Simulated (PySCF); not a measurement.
**Radial density of Lu⁺ (lutetium, charge +1)**

UHF, [Xe] 4f14 5d1 6s1, 6s spin antiparallel (an excited configuration). Calculation: PySCF 2.14, in x2c-TZVPPall with one added diffuse shell each of s, p, d type (12s8p8d2f2g, 108 functions); the spin-free X2C one-electron Hamiltonian (Gaussian nucleus).

```tsv
r (bohr)	4πr²ρ (e/bohr)	4πr²(ρα − ρβ)
0.0142	97.59	-0.0020
0.0239	84.72	-0.0003
0.0402	107.3	-0.0036
0.0676	125.8	0.0066
0.114	98.52	0.0239
0.191	110.3	-0.0096
0.322	56.37	-0.0079
0.541	60.54	0.0061
0.910	19.92	-0.0274
1.53	7.448	0.4124
2.57	1.195	0.0035
4.33	0.3104	-0.1238
7.28	0.01158	-0.0096
12.3	1.051e-05	0.0000
```

Densities and radii are taken from the X2C orbitals without a picture-change correction, which distorts them close to the nucleus.

Spin-orbit coupling, absent here, splits the open shell strongly. With the s spin flipped the determinant is a mixture of two multiplicities, not a spectroscopic state.
